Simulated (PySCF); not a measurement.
**Excitation energy of Ti²⁺ by level of theory**

Ti²⁺ [Ar] 3d2 (3F) → Ti²⁺ [Ar] 3d1 4s1 (3D), as a difference of total energies. Calculation: PySCF 2.14, in def2-QZVPPD; no relativity, point nucleus. Correlated levels: valence: [Ar] frozen; valence and next inner shell: [Ne] frozen. The calculations carry no spin-orbit coupling.

```csv
method,excitation energy (eV)
UHF,4.848
LDA,5.084
PBE,5.166
PBE0,5.242
r2SCAN,5.489
BHandHLYP,5.168
CAM-B3LYP,5.162
M06,5.209
wB97M-V,5.242
MP2 (valence),4.890
SCS-MP2 (valence),4.862
MP2 (valence and next inner shell),4.789
SCS-MP2 (valence and next inner shell),4.831
```

**Question.** How much does correlation contribute at MP2 (valence and next inner shell)?

**Answer.** 4.789 − (4.848) = -0.059 eV, measured against UHF.
